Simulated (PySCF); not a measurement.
**Computed beside measured shifts**

System: Benzyl(tert-butyl)(phenyl)Phosphine Oxide (C17H21OP), SMILES CC(C)(C)[P@@](=O)(Cc1ccccc1)c1ccccc1.

Atom-mapped SMILES (hydrogens are numbered by the atom that bears them): [CH3:1][C:2]([CH3:3])([CH3:4])[P@@:5](=[O:6])([CH2:7][c:8]1[cH:9][cH:10][cH:11][cH:12][cH:13]1)[c:14]1[cH:15][cH:16][cH:17][cH:18][cH:19]1

Method: GIAO KT3/pcSseg-2, gas phase, PySCF SCF with an in-house response code, fitting set def2-universal-JFIT, grid level 2, non-relativistic, on the PBE0-D3(BJ)/def2-SVP geometry.

One optimised conformer. Values are averaged over the atoms that symmetry or fast rotation interchanges, on this one geometry and without vibrational averaging. Shifts are the reference shielding less the shielding here, at the same level (13C, 1H against isolated TMS; 17O against isolated H2O; 31P against isolated H3PO4); nuclei without a reference have shieldings only.

Question: What shifts does this level give for P5, P5, and how do they compare with measurement?

Answer: 
```tsv
atom	nucleus	computed / ppm	measured / ppm	computed less measured	measured against	medium of the measurement
P5	31P	21.8	46.99	-25.2	85 % H3PO4	CDCl3
P5	31P	21.8	46.2	-24.4	85 % H3PO4	chloroform-d
```

Computed 19F and 31P shifts carry an offset from the reference molecule (CFCl3 is hard for DFT, lone H3PO4 or PH3 isn't the 85 % acid), so differences between compounds are more accurate than the values.

Measured values:  Exploring Novel Phosphonite Chemistry and New Bioisosteres A thesis to be submitted to The University of Nott; supporting information or article, doi 10.1039/d4gc04409f.
